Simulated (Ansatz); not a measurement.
Frontier orbitals of CH8O2Si2 (`CO[SiH2][SiH2]O`).

Total charge 0; spin multiplicity 1. All single points use the PBE0-D4/def2-TZVP geometry. It is one conformer, not always the lowest. Basis def2-TZVPP, Ansatz.

| functional | HOMO (eV) | LUMO (eV) | gap (eV) |
| --- | --- | --- | --- |
| PBE | -6.74 | -1.62 | 5.12 |
| PBE0 | -7.94 | -0.75 | 7.19 |
| CAM-B3LYP | -9.25 | 0.28 | 9.53 |
| ωB97M-V | -10.00 | 0.98 | 10.98 |
| HF | -10.77 | 2.41 | 13.18 |

Against PBE, PBE0 changes HOMO and LUMO by −1.20 and +0.87 eV, ωB97M-V by −3.26 and +2.59 eV. A gap of 5.12 eV thus becomes 10.98 eV for the same molecule, so an orbital gap means little without its functional. A positive LUMO is unbound and depends on the basis.
